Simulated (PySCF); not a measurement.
H2BrFInN (SMILES [NH2][In]([F])[Br]), singlet, at a GFN2-xTB geometry (such geometries of metal compounds can be far from the true shape) (core potentials on In).

PySCF was given this input:
```python
from pyscf import gto, scf, dft

mol = gto.Mole()
mol.atom = '''
    In    0.09045117   -0.57720066    0.27565930
    F    -1.28105542   -1.90294288   -0.21453577
    Br   -0.17017913    1.63929042   -0.77719992
    N     1.35355734   -1.23978456    1.75621352
    H     2.32291906   -1.03621881    1.53021888
    H     1.25584094   -2.25113528    1.80179957
'''
mol.basis = 'def2-sv(p)'
mol.ecp = {'In': 'def2-sv(p)'}
mol.verbose = 4
mol.max_memory = 1800
mol.build()

mf = dft.RKS(mol)
mf.xc = 'pbe'
mf = mf.density_fit(auxbasis='def2-universal-jkfit')
mf.kernel()
```

Q: Estimate the HOMO energy that DF-PBE/def2-SV(P) (PySCF) returns for this input.

A: -6.57 eV

Q: What is the computed number of basis functions (DF-PBE/def2-SV(P))?

A: 90

Q: Estimate the HOMO-LUMO gap that DF-PBE/def2-SV(P) returns for this input.

A: 3.45 eV
